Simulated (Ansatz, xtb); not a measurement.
**Relative energy of two isomers of C3H12Si2**

Structure I is `C[SiH2][C@H](C)[SiH3]`, a singlet and structure II is `CC[SiH2]C[SiH3]`, a singlet. Both are isolated molecules in the gas phase, relaxed with B3LYP/6-31G*; the shapes shown needn't be the lowest conformers.

I (Å):

```yaml
atoms:
  - { symbol: C, position_ang: [-0.5034, -2.7783, 2.3283] }
  - { symbol: C, position_ang: [-0.5114, -0.6350, -0.0030] }
  - { symbol: C, position_ang: [-1.4206, 0.1579, -0.9764] }
  - { symbol: Si, position_ang: [-1.5138, -1.9133, 0.9844] }
  - { symbol: Si, position_ang: [0.9714, -1.3853, -0.9124] }
  - { symbol: H, position_ang: [-1.1390, -3.4589, 2.9064] }
  - { symbol: H, position_ang: [-0.0702, -2.0537, 3.0279] }
  - { symbol: H, position_ang: [0.3177, -3.3667, 1.9045] }
  - { symbol: H, position_ang: [-2.0731, -2.9270, 0.0423] }
  - { symbol: H, position_ang: [-2.6739, -1.2123, 1.6124] }
  - { symbol: H, position_ang: [-0.0920, 0.0634, 0.7386] }
  - { symbol: H, position_ang: [-1.8608, -0.4979, -1.7375] }
  - { symbol: H, position_ang: [-2.2498, 0.6435, -0.4472] }
  - { symbol: H, position_ang: [-0.8650, 0.9431, -1.5042] }
  - { symbol: H, position_ang: [1.9207, -2.0361, 0.0340] }
  - { symbol: H, position_ang: [1.7153, -0.3292, -1.6571] }
  - { symbol: H, position_ang: [0.5231, -2.4099, -1.8969] }
```

II (Å):

```xyz
17

C    -1.4852    0.6357    1.2285
C    -0.7998    0.4818   -0.1414
C     1.8989    0.4654   -1.7771
Si    1.0802    0.7226   -0.0866
Si    1.3785    1.6530   -3.1501
H    -1.1031   -0.0935    1.9526
H    -1.3195    1.6342    1.6500
H    -2.5691    0.4869    1.1529
H    -1.2280    1.1986   -0.8554
H    -1.0118   -0.5142   -0.5554
H     1.6675   -0.2393    0.8936
H     1.3930    2.0966    0.4055
H     1.7089   -0.5640   -2.1110
H     2.9864    0.5505   -1.6450
H    -0.0723    1.5107   -3.4564
H     1.6269    3.0649   -2.7474
H     2.1358    1.3908   -4.4063
```

Estimate E(II) − E(I) at the level CCSD(T)/def2-SVP + ΔMP2/def2-TZVPP.

Too close to call at this level: CCSD(T)/def2-SVP + ΔMP2/def2-TZVPP gives E(II) − E(I) = −0.027 eV.

How the difference moves with the method:

```csv
level,geometry,E(II) − E(I) (eV),departure from the last row (eV),"job, with rough time for the two"
GFN2-xTB,GFN2-xTB,−0.024,+0.003,"optimisation, 0.27 s"
HF/STO-3G,GFN2-xTB,−0.084,−0.057,"single point, 0.36 s"
r2SCAN-D4/def2-SVP,GFN2-xTB,−0.040,−0.013,"single point, 2.9 s"
B3LYP/6-31G*,B3LYP/6-31G*,−0.069,−0.042,"optimisation, 29 s"
HF/def2-SVP,B3LYP/6-31G*,−0.098,−0.071,part of the CCSD(T) run
MP2/def2-SVP,B3LYP/6-31G*,−0.025,+0.002,part of the CCSD(T) run
CCSD(T)/def2-SVP,B3LYP/6-31G*,−0.033,−0.007,single point
CCSD(T)/def2-SVP + ΔMP2/def2-TZVPP,B3LYP/6-31G*,−0.027,,"single point, 35 s"
```

As drawn, both hold the same kinds of bond in the same numbers. Structure I has 2 methyl groups, II 1.

The largest departure from CCSD(T)/def2-SVP + ΔMP2/def2-TZVPP is that of HF/def2-SVP, 0.071 eV. The last row adds to CCSD(T) the change of the MP2 difference between the two basis sets, here +0.007 eV.

With harmonic frequencies from B3LYP/6-31G* (ideal gas, rigid rotor, one conformer each, 298.15 K, 1 atm): on the last row, ΔE + ΔZPE = −0.015 eV. A mode under 50 cm⁻¹ makes harmonic enthalpies and free energies unreliable, so none is given.

The correlated steps freeze 13 core orbitals. Codes used: Ansatz 0.2.0, xtb 6.7.1; the last row on 2 threads of AMD EPYC 9R45 96-Core Processor (Zen 5) on a shared host.
